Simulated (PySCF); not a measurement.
Isomers of C8H14, mass 110.110 u with the commonest isotopes. Level of theory: PBE0-D3(BJ)/def2-SVP geometry optimisation, gas phase in PySCF. One conformer each, none proved a minimum here; rigid rotors.

Question: Order these by rotational constant C, smallest first.
A. `[CH2:1]1[CH2:2][CH2:3][C:4]2([CH2:5][CH2:6]1)[CH2:7][CH2:8]2` with C6–C1–C2–C3 -55°, C1–C2–C3–C4 54°, C2–C3–C4–C5 -54°, C3–C4–C5–C6 54° (spiro(2.5)octane)
B. `C1[C@@H]2C[C@H](CC1)CC2`
C. `[CH3:1][C:2]#[C:3][CH2:4][CH2:5][CH:6]([CH3:7])[CH3:8]` with C3–C4–C5–C6 -57°, C4–C5–C6–C7 -59°
D. `[CH2:1]=[CH:2][CH:3]1[CH2:4][CH2:5][CH2:6][CH2:7][CH2:8]1` with C1–C2–C3–C4 -118°, C2–C3–C4–C5 -178°, C3–C4–C5–C6 55°, C4–C5–C6–C7 -55°, C5–C6–C7–C8 55°
E. `[CH2:1]1[CH2:2][C@H:3]2[CH2:4][CH2:5][CH2:6][C@H:7]2[CH2:8]1` with C8–C1–C2–C3 -40°, C1–C2–C3–C4 -91°, C2–C3–C4–C5 140°, C3–C4–C5–C6 -40°
F. `[CH2:1]=[CH:2]/[CH:3]=[CH:4]/[C:5]([CH3:6])([CH3:7])[CH3:8]` with C1–C2–C3–C4 180°

Answer: C (861.6 MHz), F (910.6 MHz), D (1095 MHz), A (1422 MHz), E (1527 MHz), B (1998 MHz).

Question: Order these by radius of gyration √(Σ m r²/M), smallest first.
A. `[CH2:1]1[CH2:2][CH2:3][C:4]2([CH2:5][CH2:6]1)[CH2:7][CH2:8]2` with C6–C1–C2–C3 -55°, C1–C2–C3–C4 54°, C2–C3–C4–C5 -54°, C3–C4–C5–C6 54°
B. `[CH2:1]1[CH2:2][C@H:3]2[CH2:4][CH2:5][CH2:6][C@H:7]2[CH2:8]1` with C8–C1–C2–C3 -40°, C1–C2–C3–C4 -91°, C2–C3–C4–C5 140°, C3–C4–C5–C6 -40°
C. `C1C[C@@H]2CCC[C@H]1C2`
D. `[CH2:1]=[CH:2][CH:3]1[CH2:4][CH2:5][CH2:6][CH2:7][CH2:8]1` with C1–C2–C3–C4 -118°, C2–C3–C4–C5 -178°, C3–C4–C5–C6 55°, C4–C5–C6–C7 -55°, C5–C6–C7–C8 55°
E. `[CH3:1][C:2]#[C:3][CH2:4][CH2:5][CH:6]([CH3:7])[CH3:8]` with C3–C4–C5–C6 -57°, C4–C5–C6–C7 -59°
F. `[CH2:1]=[CH:2]/[CH:3]=[CH:4]/[C:5]([CH3:6])([CH3:7])[CH3:8]` with C1–C2–C3–C4 180°
G. `[CH2:1]=[C:2]([CH3:3])[CH2:4]/[CH:5]=[CH:6]\[CH2:7][CH3:8]` with C1–C2–C4–C5 -111°, C2–C4–C5–C6 -114°, C5–C6–C7–C8 116°

Answer: C (1.711 Å), B (1.823 Å), A (1.890 Å), D (2.096 Å), G (2.318 Å), F (2.354 Å), E (2.421 Å).

Question: Order these by rotational constant B, smallest first.
A. `[CH2:1]=[C:2]([CH3:3])[CH2:4]/[CH:5]=[CH:6]\[CH2:7][CH3:8]` with C1–C2–C4–C5 -111°, C2–C4–C5–C6 -114°, C5–C6–C7–C8 116°
B. `[CH2:1]1[CH2:2][C@H:3]2[CH2:4][CH2:5][CH2:6][C@H:7]2[CH2:8]1` with C8–C1–C2–C3 -40°, C1–C2–C3–C4 -91°, C2–C3–C4–C5 140°, C3–C4–C5–C6 -40°
C. `[CH2:1]=[CH:2][CH:3]1[CH2:4][CH2:5][CH2:6][CH2:7][CH2:8]1` with C1–C2–C3–C4 -118°, C2–C3–C4–C5 -178°, C3–C4–C5–C6 55°, C4–C5–C6–C7 -55°, C5–C6–C7–C8 55°
D. `C1C[C@@H]2CC[C@H](C1)C2`
E. `[CH2:1]=[CH:2]/[CH:3]=[CH:4]/[C:5]([CH3:6])([CH3:7])[CH3:8]` with C1–C2–C3–C4 180°
F. `[CH2:1]1[CH2:2][CH2:3][C:4]2([CH2:5][CH2:6]1)[CH2:7][CH2:8]2` with C6–C1–C2–C3 -55°, C1–C2–C3–C4 54°, C2–C3–C4–C5 -54°, C3–C4–C5–C6 54° (spiro(2.5)octane)

Answer: E (930.1 MHz), A (1046 MHz), C (1323 MHz), F (1756 MHz), B (1984 MHz), D (2436 MHz).

```tsv
SMILES	point group	Ia (u·Å²)	Ib (u·Å²)	Ic (u·Å²)	κ	μa (D)	μb (D)	μc (D)
C1C[C@H]2CCC[C@H]2C1	Cs	146.36	254.79	330.99	-0.53	0.00	0.00	0.08
C=C/C=C/C(C)(C)C	Cs	122.02	543.38	555.00	-0.99	0.65	0.04	0.00
C1C[C@@H]2CC[C@H](C1)C2	Cs	184.22	207.45	252.97	0.18	0.01	0.00	0.00
CC#CCCC(C)C	C1	154.09	550.22	586.57	-0.95	0.17	0.20	0.04
C1CCC2(CC1)CC2	Cs	143.39	287.76	355.34	-0.68	0.19	0.00	0.01
C=CC1CCCCC1	Cs	123.86	382.11	461.62	-0.85	0.44	0.00	0.02
C=C(C)C/C=C\CC	C1	135.00	483.38	564.60	-0.89	0.62	0.27	0.16
```
